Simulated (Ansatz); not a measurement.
Molecule: C$_{3}$H$_{11}$NSi (charge 0, singlet). 
Coordinates optimised at B3LYP-D3(BJ)/def2-TZVP (Ansatz, a quantum-chemistry and plane-wave program):
SMILES: CC[SiH2]NC
```xyz
16

C     -2.0073     1.0107     0.0730
C     -1.3238    -0.1586     0.7904
Si     0.0142    -1.0040    -0.2187
N      1.2194     0.1293    -0.7037
C      2.0493     0.8779     0.2280
H     -2.4945     0.6789    -0.8466
H     -2.7693     1.4792     0.6997
H     -1.2830     1.7779    -0.2051
H     -0.8862     0.1801     1.7356
H     -2.0578    -0.9227     1.0685
H     -0.5355    -1.5675    -1.4773
H      0.5462    -2.1303     0.6049
H      1.6503    -0.0045    -1.6047
H      2.9293     0.3223     0.5760
H      1.4631     1.1459     1.1091
H      2.3940     1.8121    -0.2216
```
Charge 0, spin multiplicity 1.

Wanted: vertical triplet-singlet gap (E(triplet) - E(singlet); each state is the SCF solution reached for its spin), in kcal/mol. Correlated levels leave the core frozen unless marked. UHF or UKS for open shells. Spin-orbit coupling is left out. No relativistic terms. Basis-set limits of correlation are two-point, X^-3; Hartree-Fock from the larger set.

```
level                                        program  vertical triplet-singlet gap (kcal/mol)
-------------------------------------------  -------  ---------------------------------------
HF/aug-cc-pV(D+d)Z                            Ansatz                                    108.1
HF/aug-cc-pV(T+d)Z                            Ansatz                                    108.4
HF/aug-cc-pV(Q+d)Z                            Ansatz                                    108.4
SVWN5/def2-TZVPD                              Ansatz                                    116.4
PBE/def2-TZVPD                                Ansatz                                    116.7
B3LYP/def2-TZVPD                              Ansatz                                    123.1
wB97X-V/def2-TZVPD                            Ansatz                                    134.2
B2PLYP/def2-TZVPD                             Ansatz                                    128.3
MP2/aug-cc-pV(D+d)Z                           Ansatz                                    132.1
RI-MP2/aug-cc-pV(Q+d)Z                        Ansatz                                    136.7
RI-MP2/CBS(aug-cc-pV(T+d)Z,aug-cc-pV(Q+d)Z)   Ansatz                                    137.6
SCS-MP2/aug-cc-pV(D+d)Z                       Ansatz                                    132.6
CCSD/aug-cc-pV(D+d)Z                          Ansatz                                    124.5
CCSD(T)/aug-cc-pV(D+d)Z                       Ansatz                                    124.4
```
